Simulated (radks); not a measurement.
Task: These are the eigenvalues of the occupied orbitals of an atom or ion with whole-number occupations (eV). Method: non-relativistic Kohn-Sham, TPSS, spin-polarised, spherical densities, point nucleus; meta-GGA in the generalised Kohn-Sham scheme; computed with a radial shooting solver on a logarithmic mesh with Libxc functionals.

1s up: -22726.13
1s down: -22725.82
2s up: -3508.624
2s down: -3508.509
2p up: -3275.287
2p down: -3275.029
3s up: -878.5288
3s down: -878.1686
3p up: -785.7770
3p down: -785.3512
3d up: -616.3895
3d down: -615.9486
4s up: -347.3579
4s down: -343.9699
4p up: -314.7169

Which element is it, and in what charge state? The configuration may be excited. Open shells, if any, are filled with parallel spins first.

Result: Z = 45, rhodium, charge +14: Rh14+ in [Ar] 3d10 4s2 4p1. The list shows which subshells hold electrons but not how many an open one holds; the 1s level, -835.17 hartree, gives Z - s = 40.9 by -(Z - s)^2/2, which with screening narrows Z to a few neighbours, and the depths of the outer levels then fix element, charge and occupations together.
